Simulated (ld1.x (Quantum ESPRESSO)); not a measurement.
# u(r) = r·R(r): atom against pseudo-atom (phosphorus)

Columns: radius, all-electron u(r) and pseudo u(r) of the 3p shell (level -5.63 eV) of phosphorus in the configuration [Ne] 3s1.75 3p3.25; PBEsol, scalar-relativistic, RRKJ scheme, ld1.x (Quantum ESPRESSO) 7.5.

```json
{"r (bohr)": "0.062", "all-electron": "0.0665", "pseudo": "-0.0053"}
{"r (bohr)": "0.125", "all-electron": "0.1730", "pseudo": "-0.0210"}
{"r (bohr)": "0.188", "all-electron": "0.2536", "pseudo": "-0.0450"}
{"r (bohr)": "0.250", "all-electron": "0.2935", "pseudo": "-0.0741"}
{"r (bohr)": "0.312", "all-electron": "0.2968", "pseudo": "-0.1054"}
{"r (bohr)": "0.375", "all-electron": "0.2703", "pseudo": "-0.1366"}
{"r (bohr)": "0.438", "all-electron": "0.2224", "pseudo": "-0.1651"}
{"r (bohr)": "0.500", "all-electron": "0.1615", "pseudo": "-0.1894"}
{"r (bohr)": "0.562", "all-electron": "0.0925", "pseudo": "-0.2102"}
{"r (bohr)": "0.625", "all-electron": "0.0184", "pseudo": "-0.2291"}
{"r (bohr)": "0.688", "all-electron": "-0.0564", "pseudo": "-0.2477"}
{"r (bohr)": "0.750", "all-electron": "-0.1285", "pseudo": "-0.2679"}
{"r (bohr)": "0.812", "all-electron": "-0.1974", "pseudo": "-0.2919"}
{"r (bohr)": "0.875", "all-electron": "-0.2633", "pseudo": "-0.3213"}
{"r (bohr)": "0.938", "all-electron": "-0.3242", "pseudo": "-0.3559"}
{"r (bohr)": "1.000", "all-electron": "-0.3792", "pseudo": "-0.3941"}
{"r (bohr)": "1.062", "all-electron": "-0.4291", "pseudo": "-0.4346"}
{"r (bohr)": "1.125", "all-electron": "-0.4746", "pseudo": "-0.4759"}
{"r (bohr)": "1.188", "all-electron": "-0.5150", "pseudo": "-0.5151"}
{"r (bohr)": "1.250", "all-electron": "-0.5497", "pseudo": "-0.5497"}
{"r (bohr)": "1.312", "all-electron": "-0.5798", "pseudo": "-0.5798"}
{"r (bohr)": "1.375", "all-electron": "-0.6057", "pseudo": "-0.6057"}
{"r (bohr)": "1.438", "all-electron": "-0.6272", "pseudo": "-0.6272"}
{"r (bohr)": "1.500", "all-electron": "-0.6445", "pseudo": "-0.6445"}
{"r (bohr)": "1.562", "all-electron": "-0.6580", "pseudo": "-0.6580"}
{"r (bohr)": "1.625", "all-electron": "-0.6684", "pseudo": "-0.6684"}
```

How many radial nodes do the two functions have?

The all-electron 3p function has n − l − 1 = 1; the pseudo-wave has 0, since the states of the same l below it are removed with the core.

At about which radius was the pseudo-wave matched?

1.25 bohr, where the columns begin to agree (steps of 0.06 bohr).

Is the pseudo-wave norm-conserving?

Yes: the RRKJ scheme keeps the norm inside the radius equal to the all-electron one, which fixes the energy derivative of the logarithmic derivative at the level.
